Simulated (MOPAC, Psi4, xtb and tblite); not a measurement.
Torsional profile of SMILES C=C[SiH2][SiH2]Cl. Scanned: dihedral C1–C2–Si3–Si4; all other coordinates were relaxed at GFN2-xTB. Points at φ and −φ are mirror images. Heavy atoms are numbered in the order of the SMILES C=C[SiH2][SiH2]Cl, hydrogens after them in the order of the atoms that carry them; the mirror image has the same energies with the sign of each dihedral reversed.

Levels: GFN2-xTB (xtb and tblite); AM1, restricted, heats of formation // GFN2-xTB (MOPAC); PM6, restricted, heats of formation // GFN2-xTB (MOPAC); MP2/cc-pVTZ = DF-MP2 (frozen core)/cc-pVTZ // GFN2-xTB run with Psi4.

Energies relative to the lowest point of each profile, in eV; the last columns give the difference from MP2:

```json
[
 {"φ / °": "-150", "GFN2-xTB": "0.027", "AM1": "0.041", "PM6": "0.021", "MP2/cc-pVTZ": "0.049", "GFN2-xTB − MP2/cc-pVTZ": "-0.022", "AM1 − MP2/cc-pVTZ": "-0.008", "PM6 − MP2/cc-pVTZ": "-0.028"},
 {"φ / °": "-120", "GFN2-xTB": "0.013", "AM1": "0.008", "PM6": "0.003", "MP2/cc-pVTZ": "0.000", "GFN2-xTB − MP2/cc-pVTZ": "0.013", "AM1 − MP2/cc-pVTZ": "0.008", "PM6 − MP2/cc-pVTZ": "0.003"},
 {"φ / °": "-90", "GFN2-xTB": "0.019", "AM1": "0.000", "PM6": "0.000", "MP2/cc-pVTZ": "0.009", "GFN2-xTB − MP2/cc-pVTZ": "0.010", "AM1 − MP2/cc-pVTZ": "-0.009", "PM6 − MP2/cc-pVTZ": "-0.009"},
 {"φ / °": "-60", "GFN2-xTB": "0.028", "AM1": "0.021", "PM6": "0.007", "MP2/cc-pVTZ": "0.042", "GFN2-xTB − MP2/cc-pVTZ": "-0.014", "AM1 − MP2/cc-pVTZ": "-0.021", "PM6 − MP2/cc-pVTZ": "-0.035"},
 {"φ / °": "-30", "GFN2-xTB": "0.012", "AM1": "0.062", "PM6": "0.020", "MP2/cc-pVTZ": "0.037", "GFN2-xTB − MP2/cc-pVTZ": "-0.025", "AM1 − MP2/cc-pVTZ": "0.026", "PM6 − MP2/cc-pVTZ": "-0.017"},
 {"φ / °": "0", "GFN2-xTB": "0.000", "AM1": "0.073", "PM6": "0.022", "MP2/cc-pVTZ": "0.021", "GFN2-xTB − MP2/cc-pVTZ": "-0.021", "AM1 − MP2/cc-pVTZ": "0.051", "PM6 − MP2/cc-pVTZ": "0.001"},
 {"φ / °": "30", "GFN2-xTB": "0.012", "AM1": "0.062", "PM6": "0.020", "MP2/cc-pVTZ": "0.037", "GFN2-xTB − MP2/cc-pVTZ": "-0.025", "AM1 − MP2/cc-pVTZ": "0.026", "PM6 − MP2/cc-pVTZ": "-0.017"},
 {"φ / °": "60", "GFN2-xTB": "0.028", "AM1": "0.021", "PM6": "0.007", "MP2/cc-pVTZ": "0.042", "GFN2-xTB − MP2/cc-pVTZ": "-0.014", "AM1 − MP2/cc-pVTZ": "-0.021", "PM6 − MP2/cc-pVTZ": "-0.035"},
 {"φ / °": "90", "GFN2-xTB": "0.019", "AM1": "0.000", "PM6": "0.000", "MP2/cc-pVTZ": "0.009", "GFN2-xTB − MP2/cc-pVTZ": "0.010", "AM1 − MP2/cc-pVTZ": "-0.009", "PM6 − MP2/cc-pVTZ": "-0.009"},
 {"φ / °": "120", "GFN2-xTB": "0.013", "AM1": "0.008", "PM6": "0.003", "MP2/cc-pVTZ": "0.000", "GFN2-xTB − MP2/cc-pVTZ": "0.013", "AM1 − MP2/cc-pVTZ": "0.008", "PM6 − MP2/cc-pVTZ": "0.003"},
 {"φ / °": "150", "GFN2-xTB": "0.027", "AM1": "0.041", "PM6": "0.021", "MP2/cc-pVTZ": "0.049", "GFN2-xTB − MP2/cc-pVTZ": "-0.022", "AM1 − MP2/cc-pVTZ": "-0.008", "PM6 − MP2/cc-pVTZ": "-0.028"},
 {"φ / °": "180", "GFN2-xTB": "0.041", "AM1": "0.064", "PM6": "0.034", "MP2/cc-pVTZ": "0.094", "GFN2-xTB − MP2/cc-pVTZ": "-0.054", "AM1 − MP2/cc-pVTZ": "-0.030", "PM6 − MP2/cc-pVTZ": "-0.061"}
]
```

GFN2-xTB is furthest from MP2/cc-pVTZ at 180 (-0.054 eV, below); its mean absolute difference over the points is 0.020 eV.

AM1 is furthest from MP2/cc-pVTZ at 0 (0.051 eV, above); its mean absolute difference over the points is 0.019 eV.

PM6 is furthest from MP2/cc-pVTZ at 180 (-0.061 eV, below); its mean absolute difference over the points is 0.021 eV.
